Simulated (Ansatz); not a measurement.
System: SiH₃Se, charge 0, doublet. SiH3Se (SMILES [SiH3][Se], doublet).
B3LYP-D3(BJ)/def2-TZVP minimum from Ansatz (a first-principles code):
```xyz
5

Si    -1.3728    -0.5809     0.0551
Se     0.7274     0.3039    -0.0290
H     -1.5913    -1.3515     1.2991
H     -2.2734     0.5972     0.0297
H     -1.6478    -1.4466    -1.1130
```
Charge 0, spin multiplicity 2.

Atomisation energy term by term, kcal/mol (programs: Ansatz). UHF or UKS for unpaired electrons; spin-orbit terms are left out. Correlated methods leave the cores frozen (noble-gas shells, and filled d and f shells in the p block). No relativity. CBS(X,Y): correlation extrapolated as X^-3, Hartree-Fock from the larger set. A bracket is a step between two methods taken in the basis named. For partners of very few electrons the exact lower level stands in for a higher one.

```csv
term,basis,kcal/mol
Hartree-Fock,def2-QZVPP,230.47
CCSD correlation,"CBS(def2-TZVPP,def2-QZVPP)",70.54
(T),"CBS(def2-TZVPP,def2-QZVPP)",3.10
CCSDT(Q) - CCSD(T),def2-TZVPP,0.14
sum: De,,304.3
```

The step beyond CCSD(T) by other levels: CCSDT(Q) in def2-SVP 0.31 kcal/mol.
